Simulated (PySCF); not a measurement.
An element was calculated at UHF (PySCF 2.14, spin-free X2C, a triple-zeta basis, no spin-orbit coupling), in the ground configurations that NIST lists.

```
first ionisation energy  : 5.772 eV
second ionisation energy : 14.242 eV
third ionisation energy  : 23.110 eV
```

Which element is it?

Tantalum (Ta, Z = 73), in x2c-TZVPPall. NIST lists 7.550, 16.2 ± 0.5, 23.1 ± 1.6 eV for these ionisation energies.
